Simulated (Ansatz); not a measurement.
Input file for Ansatz (a quantum-chemistry and plane-wave program): R-CCSD(T)/def2-TZVPPD on HI (SMILES I). Elements past Kr take the def2 small-core potentials; no spin–orbit coupling. Files ending in .json are basis or fitting sets from the Basis Set Exchange. The run froze 9 orbitals, filled d shells among them.

Ansatz 0.2 input:
```yaml
crystal:
  periodic: [false, false, false]
  atoms:
    - {symbol: I, position_ang: [0.09519646, -0.03961787, 3.80816139]}
    - {symbol: H, position_ang: [-1.49075591, 0.19498922, 3.60913124]}
basis:
  gaussian:
    orbitals: def2-TZVPPD.json
magnetization: {spin_polarized: false}
correlation: {method: ccsd_t, electrons: outside_noble_gas}
scf: {lower_state_search: off}
```

What total energy does the run end on?

-297.4187 hartree (reference determinant -297.2428, T1 diagnostic 0.008).
